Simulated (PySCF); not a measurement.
Calculated NMR parameters of C=C1C=C(C(=O)[SiH2]N)C1=C

```
Formula                               : C7H9NOSi
SMILES                                : C=C1C=C(C(=O)[SiH2]N)C1=C
InChI                                 : InChI=1S/C7H9NOSi/c1-4-3-6(5(4)2)7(9)10-8/h3H,1-2,8,10H2
Point group of the computed structure : C1
Degrees of unsaturation               : 5
Carbon signals                        : 7
Proton signals                        : 7
```

Molfile (atoms numbered from 1):
```
C7H9NOSi
     RDKit          3D

 19 19  0  0  0  0  0  0  0  0999 V2000
   -3.4691    0.2635   -0.9401 C   0  0  0  0  0  0  0  0  0  0  0  0
   -2.1979    0.0842   -0.6134 C   0  0  0  0  0  0  0  0  0  0  0  0
   -0.9344    0.7798   -0.8736 C   0  0  0  0  0  0  0  0  0  0  0  0
   -0.2089   -0.1164   -0.1431 C   0  0  0  0  0  0  0  0  0  0  0  0
    1.2050   -0.2343    0.1688 C   0  0  0  0  0  0  0  0  0  0  0  0
    1.6354   -1.1151    0.8978 O   0  0  0  0  0  0  0  0  0  0  0  0
    2.4096    1.0301   -0.6327 Si  0  0  0  0  0  4  0  0  0  0  0  0
    3.8659    0.7170    0.2029 N   0  0  0  0  0  0  0  0  0  0  0  0
   -1.4219   -0.9107    0.1891 C   0  0  0  0  0  0  0  0  0  0  0  0
   -1.6874   -2.0037    0.8788 C   0  0  0  0  0  0  0  0  0  0  0  0
   -4.2362   -0.4132   -0.6051 H   0  0  0  0  0  0  0  0  0  0  0  0
   -3.7821    1.0939   -1.5513 H   0  0  0  0  0  0  0  0  0  0  0  0
   -0.6904    1.6675   -1.4268 H   0  0  0  0  0  0  0  0  0  0  0  0
    2.4036    0.7900   -2.0840 H   0  0  0  0  0  0  0  0  0  0  0  0
    1.9770    2.4016   -0.3575 H   0  0  0  0  0  0  0  0  0  0  0  0
    4.7556    1.0739   -0.0985 H   0  0  0  0  0  0  0  0  0  0  0  0
    3.9598   -0.1637    0.6845 H   0  0  0  0  0  0  0  0  0  0  0  0
   -0.9031   -2.5482    1.3761 H   0  0  0  0  0  0  0  0  0  0  0  0
   -2.6904   -2.3869    0.9660 H   0  0  0  0  0  0  0  0  0  0  0  0
  1  2  2  0
  2  3  1  0
  3  4  2  0
  4  5  1  0
  5  6  2  0
  5  7  1  0
  7  8  1  0
  4  9  1  0
  9 10  2  0
  9  2  1  0
  1 11  1  0
  1 12  1  0
  3 13  1  0
  7 14  1  0
  7 15  1  0
  8 16  1  0
  8 17  1  0
 10 18  1  0
 10 19  1  0
M  END
```

[PySCF 2.14: GFN2-xTB geometry; shielding tensors at PBE0/pcSseg-1 (GIAO); equivalent nuclei averaged; one conformer; non-relativistic; no solvent]

Referencing at the same level of theory: ¹H (31.72 ppm), ¹³C (186.93 ppm), ²⁹Si (349.16 ppm) vs TMS; ¹⁵N (267.73 ppm) vs NH3; ¹⁷O (336.08 ppm) against H2O.

| carbon | δC, type | δH (multiplicity) | HMBC from (2–3 bonds) | span of the C tensor (ppm) |
| --- | --- | --- | --- | --- |
| C1 | 114.0, CH2 | H11 5.63 (m); H12 5.67 (m) | H13 | 199 |
| C2 | 155.4, C | – | H13, H18, H12, H11, H19 | 216 |
| C3 | 158.6, CH | 7.52 (s) | H12, H11 | 219 |
| C4 | 157.2, C | – | H13, H18, H19, H14/H15 | 194 |
| C5 | 231.4, C | – | H13, H14/H15 | 253 |
| C9 | 149.8, C | – | H13, H18, H12, H11, H19 | 196 |
| C10 | 107.3, CH2 | H18 5.83 (br s); H19 5.37 (br s) | – | 187 |

Other nuclei:
| atoms | nucleus | environment | δ (ppm) | σ (ppm) |
| --- | --- | --- | --- | --- |
| H14/H15 | ¹H | hydrogen on a silicon bonded to C, N | 5.35 | 26.36 |
| H16/H17 | ¹H | hydrogen on a nitrogen bonded to Si | 0.47 | 31.25 |
| Si7 | ²⁹Si | silicon bonded to C, N, 2 H | -63.5 | 412.6 |
| N8 | ¹⁵N | nitrogen bonded to Si, 2 H | -7.8 | 275.6 |
| O6 | ¹⁷O | carbonyl oxygen | 838.5 | -502.4 |

1. Carbon types of the structure: 4 × C, 1 × CH, 2 × CH2, leaving 4 H on heteroatoms.
2. δC 231.4: carbonyl carbon.
3. δC 158.6: β carbon of a C=C–C=O unit; conjugation with the carbonyl draws π density from the β position.
4. δC 157.2: α carbon of a C=C–C=O unit; an sp2 carbon of a C=C bond.
5. δC 155.4, 149.8: fully substituted alkene carbon; an sp2 carbon of a C=C bond.
6. δC 114.0, 107.3: terminal =CH2 carbon; the olefinic region.

Exchangeable OH/NH protons stand at their gas-phase positions; hydrogen bonding in a real sample shifts them, mostly to higher δ. Shifts are as computed. Against solution values, carbons near 30 ppm lie about +3 ppm off and those near 130 ppm about +5 ppm. Of 1211 compounds with measured shifts, 218 miss one by over three times the rms of a fit or turn the order of signals round; such compounds aren't used in these exercises. Unscaled 17O shifts of doubly bonded oxygen tend to come out too high, by tens of ppm or more. Experimental scales use liquid or dissolved standards, which lie at an offset from isolated NH3 (liquid NH3: subtract about 20 ppm) and H2O (liquid H2O: subtract about 36 ppm). No couplings were computed; multiplicities are counted from neighbouring protons, with m where these are inequivalent, close in shift, in a saturated or five-membered ring or joined by F or P, and br s for small geminal =CH2 splittings.
